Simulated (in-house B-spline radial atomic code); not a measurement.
The numbers below are computed, except where a source is named.
Two electrons in Si: a spherical dot of radius 25 nm with hard walls with an ionised donor at its centre

For Si the NSM archive of the Ioffe Institute lists m_l = 0.98 m0, m_t = 0.19 m0 and ε = 11.7; the model takes one isotropic valley with the conductivity mass 3/(1/m_l + 2/m_t) = 0.26 m0, and so misses anisotropy and the other valleys. All triplets below are those of one valley; with several valleys two electrons can form a triplet in the 1s orbital itself, at an energy set by the valley splitting. Real donors also feel a central-cell potential, which shifts the ground state.

Effective-mass model with parabolic bands, a uniform dielectric constant, no image charges, no central-cell or spin-orbit terms. Two-electron levels come from full CI in B-splines with partial waves to l = 5 (up to 0.001 effective hartree above the limit).

Question: What are the effective units, and what is the potential in them?

Answer: Ha* = 27211.386 meV × 0.26/11.7² = 51.68 meV and a* = 0.0529177 nm × 11.7/0.26 = 2.381 nm. The radius is R = 10.5 a*, with −1/r added.

In these units the lowest s and p orbitals lie at -0.500000 and -0.120489, and their Coulomb and exchange integrals are J_ss = 0.625005, J_sp = 0.261818 and K_sp = 0.02. Full CI gives -0.525328 for the ground singlet, -0.416525 for the sp triplet, -0.408677 for the sp singlet and -0.429554 for the lowest triplet of two s orbitals.

Question: What does it cost to add the second electron, to first order and exactly?

Answer: To first order E = 2ε_s + J_ss = -0.374994, so the charging energy E(2) − 2E(1) is J_ss = 32.3 meV. CI gives -0.525328 − 2 × (-0.500000) = 0.474671, or 24.53 meV: relaxation and correlation lower it by 7.77 meV, 24.1 % of J_ss. The s² configuration of one-electron orbitals holds 65.7 % of the state, and the mean radius is 5.89 nm.

Question: How far above the singlet do the triplets lie?

Answer: To first order the sp triplet lies at ε_s + ε_p + J_sp − K_sp = -0.378672, which is 0.1901 meV below 2ε_s + J_ss, so first order fails: the exact ground state of two electrons is a singlet. CI gives -0.416525 − (-0.525328) = 0.108804, or 5.623 meV, 29 % of the orbital spacing of 19.61 meV. The ss triplet lies 4.95 meV up, so the lower of the two is the ss one, and its gap equals k_BT at 57.4 K. The sp singlet-triplet splitting is 0.4056 meV, against 2K_sp = 2.068 meV.
